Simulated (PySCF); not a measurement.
C2H7BrGaN, SMILES [GaH]([Br])[N](C)C. Atoms are numbered in the order given.

```xyz
12

Ga     0.7834    -0.2459     0.0000
H      2.3308    -0.3459     0.0000
Br    -0.2789     1.7913     0.0000
N     -0.3144    -1.6876     0.0000
C     -1.7527    -1.6176     0.0000
C      0.2092    -3.0300     0.0000
H     -2.1839    -2.1146     0.8909
H     -2.1839    -2.1146    -0.8909
H     -2.0920    -0.5717     0.0000
H     -0.1219    -3.5997    -0.8905
H     -0.1219    -3.5997     0.8905
H      1.3104    -3.0263     0.0000
```

Geometry: PBE0-D3(BJ)/def2-SVP. One conformer was computed; it need not be the lowest.

The numbers are results of HF/pcSseg-1 (PySCF), not measurements.

GIAO shieldings, no solvent; atoms listed in one row are averaged. δ = σ(ref) − σ: ¹H against TMS (σ = 31.99 ppm); ¹⁵N against NH3 (σ = 267.3 ppm); ¹³C against TMS (σ = 192.6 ppm), references at their B3LYP-D3(BJ)/def2-TZVP geometries, non-relativistic (without spin–orbit terms, shifts of atoms bonded to Cl or Br come out too high).

```tsv
nucleus	atoms	count	δ (ppm)
¹H	H2	1	5.06
¹H	H7, H8, H9, H10, H11, H12	6	3.01
¹⁵N	N4	1	56.7
¹³C	C6	1	40.7
¹³C	C5	1	39.4
```
